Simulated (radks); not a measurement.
Ta LVIII, 16 electrons, occupied as [Ne] 3s2 3p4. All-electron calculation, non-relativistic Kohn-Sham, LB94 model potential, spin-polarised, spherical densities, point nucleus; open shells are filled with parallel spins first (spin-orbit coupling, left out, can overturn this in heavy ions); relativity is left out, which matters for an element this heavy. Program: a radial shooting solver on a logarithmic mesh with Libxc functionals.

Unscreened Slater integrals over Kohn-Sham orbitals (cm^-1). They are taken over the spin-up orbitals.

integral,value
"F0(3p,3p)",1017300
"F2(3p,3p)",512060
"F0(3p,3s)",984480
"G1(3p,3s)",624100
"F0(3p,2p)",1339200
"F2(3p,2p)",350400
"G0(3p,2p)",136250
"G2(3p,2p)",152460
"F0(3s,3s)",958250
"F0(3s,2p)",1254700
"G1(3s,2p)",130810
"F0(2p,2p)",2726900
"F2(2p,2p)",1309500

Derived for the open shells (J is the average intra-shell exchange parameter used in DFT+U). 3p: J = F2/5 = 102400 cm^-1.
